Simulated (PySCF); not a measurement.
C₂H₃Cl₂FSi, SMILES C=C(Cl)[Si@@H](F)Cl.

Geometry: B3LYP-D3(BJ)/def2-SVP. The structure was generated by enumeration; whether it is a known compound was not checked. Other conformers were not sampled.

Two levels are set side by side: PBE/def2-TZVP (PySCF) and PBE0/def2-TZVP (PySCF). Same geometry, gas phase. Differences are taken from unrounded values.

| quantity | PBE0 | PBE | PBE minus PBE0 |
|---|---|---|---|
| orbital gap (eV) | 6.72 | 4.60 | -2.12 |
| highest occupied level (eV) | -8.06 | -6.88 | 1.19 |
| lowest empty level (eV) | -1.34 | -2.28 | -0.93 |
| dipole moment (D) | 1.42 | 1.33 | -0.10 |
| mean polarisability (bohr³) | 70.1 | 72.5 | 2.4 |

PBE's occupied levels lie high since its potential decays too fast outside the molecule; exact exchange lowers them and widens the gap. PBE's more diffuse valence density responds more strongly to a field. Differences between two approximate levels are no errors against the true value.

Rough cost on one machine, each run with all the roots and properties that it gave: PBE0 against PBE within a factor of 2.
